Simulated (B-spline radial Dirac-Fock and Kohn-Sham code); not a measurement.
**Diagram lines of Gd¹⁴⁺**

System: gadolinium as Gd¹⁴⁺, [Kr] 4d10 4f2 5s2.

Calculated with a radial atomic solver, using ΔSCF Dirac-Fock with Breit, self-energy and vacuum polarisation, finite nucleus, configuration average. A line energy is the difference of two single-hole energies; the list is a selection of electric-dipole transitions between resolved j subshells. Correlation energy is missing from these numbers.

```
        line  energy (keV)  wavelength (Å)
 Kβ2' (K-N3)        49.975         0.24809
Kβ2'' (K-N2)        49.941         0.24826
  Kβ1 (K-M3)        48.684         0.25467
  Kβ3 (K-M2)        48.541         0.25542
  Kα1 (K-L3)        42.992         0.28839
  Kα2 (K-L2)        42.305         0.29307
 Lγ3 (L1-N3)        8.1221          1.5265
 Lγ2 (L1-N2)        8.0881          1.5329
       L2-O1        7.9679          1.5560
 Lγ1 (L2-N4)        7.8026          1.5890
 Lγ5 (L2-N1)        7.5574          1.6406
 Lβ7 (L3-O1)        7.2805          1.7030
 Lβ2 (L3-N5)        7.1215          1.7410
Lβ15 (L3-N4)        7.1151          1.7425
 Lβ6 (L3-N1)        6.8700          1.8047
 Lβ3 (L1-M3)        6.8311          1.8150
 Lβ1 (L2-M4)        6.7111          1.8475
 Lβ4 (L1-M2)        6.6875          1.8540
 Lα1 (L3-M5)        6.0540          2.0480
  Lη (L2-M1)        6.0412          2.0523
 Lα2 (L3-M4)        6.0236          2.0583
  Lℓ (L3-M1)        5.3538          2.3158
       M2-O1        1.7318          7.1591
       M1-N3        1.6294          7.6091
       M1-N2        1.5954          7.7713
       M3-O1        1.5883          7.8063
       M2-N4        1.5665          7.9147
  Mγ (M3-N5)        1.4293          8.6747
       M3-N4        1.4229          8.7134
       M2-N1        1.3213          9.3832
```
